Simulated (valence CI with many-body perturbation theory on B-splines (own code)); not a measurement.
**Sensitivity of CI+MBPT for Bi LXXVIII**

Calculated by relativistic CI+MBPT: four valence electrons over a frozen Dirac-Fock core [He], radial functions for each j: 6 s, 6 p, 5 d, 3 f, 1 g, with the one-electron correlation potential Σ1, the two-electron term Σ2, the three-electron term Σ3, Breit, model QED; selected CI, second order for the rest, scaled by the run's own slope (own B-spline code, finite nucleus).

No measured spectrum was set against this ion. As an estimate, large intervals hold to a few tenths of a per cent, small ones and those within an open d or f shell to about a per cent.

The reference run has the lowest level (2s^2 2p1/2^2) J=0 and an ionisation energy of 24154.7 eV. Its largest variational space holds 7383 state functions.

Levels are named by their leading jj configuration (3d3/2^4 stands for four electrons in 3d with j = 3/2), which in mixed levels can hold well under half, so a name can repeat and another be missing. Letters in brackets count levels of one name in rising energy.

Changed runs:
A. lowest core n in screening and Σ2 1 → 3
B. cutoff of virtual states (hartree) 13778 → 43680
C. scale of Σ2 1 → 0.5
D. cutoff of virtual states (hartree) 13778 → 364.5 (bad on purpose)

Excitation energies of the reference run in Ry, and shifts in cm⁻¹:

| Level | Reference | B | C | D |
| --- | --- | --- | --- | --- |
| (2s^2 2p1/2 2p3/2) J=1 | 177.94 | +224 | +120 | -7034 |
| (2s^2 2p1/2 2p3/2) J=2 | 179.26 | +225 | -22 | -6849 |
| (2s 2p1/2^2 2p3/2) J=2 | 204.96 | +426 | +1116 | -3871 |
| (2s 2p1/2^2 2p3/2) J=1 | 212.53 | +432 | +1825 | -2367 |
| (2s^2 2p3/2^2) J=2 | 359.69 | +454 | +0.4 | -12819 |
| (2s^2 2p3/2^2) J=0 | 365.18 | +456 | -270 | -11013 |
| (2s 2p1/2 2p3/2^2) J=2 [a] | 380.53 | +636 | +724 | -10739 |
| (2s 2p1/2 2p3/2^2) J=3 | 383.94 | +645 | +874 | -10481 |
| (2s 2p1/2 2p3/2^2) J=0 | 389.73 | +638 | +591 | -7670 |
| (2s 2p1/2 2p3/2^2) J=1 [a] | 391.67 | +650 | +1942 | -9112 |
| (2s 2p1/2 2p3/2^2) J=2 [b] | 392.22 | +649 | +1649 | -8676 |
| (2s 2p1/2 2p3/2^2) J=1 [b] | 392.64 | +649 | +1102 | -7882 |
| Ionisation energy (eV) | 24154.7 | +0.038 | -0.0008 | -2.7 |

Run A: It gave no result: the setting left no core shell for the response of the core. The program said: "need at least one array to concatenate".
